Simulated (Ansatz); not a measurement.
A nudged elastic band was laid between two geometries of BrGeH3 + FH (7 atoms, charge 0, multiplicity 1).

These are results of RKS B3LYP/def2-SVP (Ansatz), not measurements.

```yaml
movable_images: 5
climbing_image: yes
spring: 5.0 eV/Å²
optimiser: quadratic models (default)
start_path: through a guess of the saddle point
force_threshold: 0.05 eV/Å
iteration_limit: 60
end_points: relaxed
```

First end point:

```xyz
7
Properties=species:S:1:pos:R:3
Ge -0.892 0.210 -0.246
Br 0.109 0.406 1.887
H -0.803 -1.267 -0.641
H -2.346 0.668 -0.048
H -0.118 1.144 -1.182
H 1.903 -0.444 0.545
F 2.148 -0.716 -0.315
```

Last end point:

```xyz
7
Properties=species:S:1:pos:R:3
Ge -0.737 -0.130 -0.872
Br 1.815 0.866 2.603
H -1.056 -1.144 -1.981
H -1.860 -0.008 0.169
H -0.266 1.225 -1.418
H 1.453 0.006 1.507
F 0.652 -0.816 -0.009
```

Question: What changes between the two ends?

Answer: Bonds broken: Ge1–Br2, H6–F7. Bonds formed: Ge1–F7, Br2–H6. BrGeH3 + FH becomes BrH + FGeH3.

Question: What energy profile does the band end with?

Answer: The forces met the threshold. The highest image is number 3 of 0 to 6, 1.08 eV above the first end and 1.00 eV above the last; the last end lies 0.08 eV above the first. A vibrational analysis at the climbing image gives one clearly imaginary mode, 249i cm⁻¹: a first-order saddle point. The orbitals stay closed-shell, which can raise the energy where a bond breaks towards radicals; this wasn't checked here.

| image | path coordinate (Å) | energy (eV) | Ge1–Br2 (Å) | H6–F7 (Å) | Ge1–F7 (Å) |
| --- | --- | --- | --- | --- | --- |
| 0 | 0.00 | 0.00 | 2.36 | 0.93 | 3.18 |
| 1 | 0.92 | 0.04 | 2.37 | 0.93 | 3.26 |
| 2 | 1.84 | 0.44 | 2.44 | 0.94 | 2.78 |
| 3 | 2.75 | 1.08 | 2.81 | 1.04 | 2.09 |
| 4 | 3.46 | 0.39 | 3.25 | 1.54 | 1.82 |
| 5 | 4.16 | 0.09 | 3.91 | 1.86 | 1.78 |
| 6 | 4.86 | 0.08 | 4.42 | 1.90 | 1.77 |

Question: What is the geometry of the highest image?

Answer: 
```xyz
7
Properties=species:S:1:pos:R:3:forces:R:3
Ge -0.558 0.061 -0.480 0.02 0.01 0.00
Br 0.723 1.085 1.799 -0.01 -0.01 -0.01
H -0.665 -1.093 -1.501 0.00 0.00 0.00
H -1.809 0.045 0.403 0.00 0.00 0.01
H -0.152 1.353 -1.191 -0.01 0.01 0.00
H 1.329 -0.415 0.888 0.02 0.02 0.02
F 1.132 -1.036 0.083 -0.02 -0.02 -0.01
```

Question: What are the harmonic wavenumbers there?

Answer: 249i, 90, 228, 338, 547, 612, 757, 805, 877, 918, 1049, 2126, 2160, 2166, 2208 cm⁻¹.

The run took 3.2 min on 2 threads of Arm Neoverse V1 (shared host), peak memory 0.23 GiB.
